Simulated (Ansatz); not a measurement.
Mulliken charges of GeH2O (`[O]=[GeH2]`) from PBE/def2-TZVPP in Ansatz (PBE0-D4/def2-TZVP geometry).

```csv
atom,x (Å),y (Å),z (Å),charge (e)
O1,-0.058,-0.962,1.337,-0.450
Ge2,-0.001,-0.009,0.013,0.452
H3,-1.135,0.068,-1.027,-0.001
H4,1.195,0.904,-0.324,-0.001
```

Question: By hand: the dipole of these point charges (1 e Å = 4.8032 D).

Answer: Σ q r = (0.026, 0.428, -0.594) e Å, of length 0.733 e Å = 3.52 D.

Question: How does the dipole of the full density compare? (Best estimate.)

Answer: Ansatz gave: (0.026, 0.429, -0.596) e Å, 3.53 D; the point charges give 1.00 times that, at 0° from its direction.

Point charges leave out the atoms' own dipoles, such as those of lone pairs, and Mulliken's split depends on the basis, so the close match here is no proof of good charges.
